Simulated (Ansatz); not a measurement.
# Ligand exchange: C4H7BrSi + CBrClF2 → C4H7ClSi + CBr2F2

Species: C4H7BrSi `C=C[SiH](Br)C=C`, singlet; CBrClF2 `FC(F)(Cl)Br`, singlet; C4H7ClSi `C=C[SiH](Cl)C=C`, singlet; CBr2F2 `FC(F)(Br)Br`, singlet. The partners trade Br for Cl: Si–Br and C–Cl bonds give way to Si–Cl and C–Br.

Shapes, held fixed at every level: PBE0-D4/def2-TZVP. Flexible molecules stand in one conformer, not always the lowest. Programs: Ansatz 0.2.0. Electronic energies: no zero-point or thermal term.

```json
{"level": "PBE-D4/def2-TZVPP", "kind": "GGA", "ΔE (kJ/mol)": "-0.5", "less CCSD(T)/def2-TZVPP": "+0.7"}
{"level": "r2SCAN-D4/def2-TZVPP", "kind": "meta-GGA", "ΔE (kJ/mol)": "-0.6", "less CCSD(T)/def2-TZVPP": "+0.6"}
{"level": "B3LYP-D4/def2-TZVPP", "kind": "global hybrid", "ΔE (kJ/mol)": "-2.9", "less CCSD(T)/def2-TZVPP": "-1.7"}
{"level": "PBE0-D4/def2-TZVPP", "kind": "global hybrid", "ΔE (kJ/mol)": "+1.8", "less CCSD(T)/def2-TZVPP": "+3.0"}
{"level": "wB97X-V/def2-TZVPP", "kind": "range-separated hybrid", "ΔE (kJ/mol)": "+0.1", "less CCSD(T)/def2-TZVPP": "+1.3"}
{"level": "CCSD/def2-TZVPP", "kind": "coupled cluster or CI", "ΔE (kJ/mol)": "-1.0", "less CCSD(T)/def2-TZVPP": "+0.2"}
{"level": "CCSD(T)/def2-TZVPP", "kind": "coupled cluster or CI", "ΔE (kJ/mol)": "-1.2", "less CCSD(T)/def2-TZVPP": "0.0"}
```

The highest level, CCSD(T)/def2-TZVPP, gives ΔE = -1.2 kJ/mol; the levels span -2.9 to +1.8. That is about zero within the method's error. They disagree on the sign: 2 of 7 are positive. The column of differences is taken from that level and isn't an error. No measured value is set beside it here. Relativity is left out for Br. Outer-core shells of Br are correlated in most correlated rows, in sets that cover them unevenly.
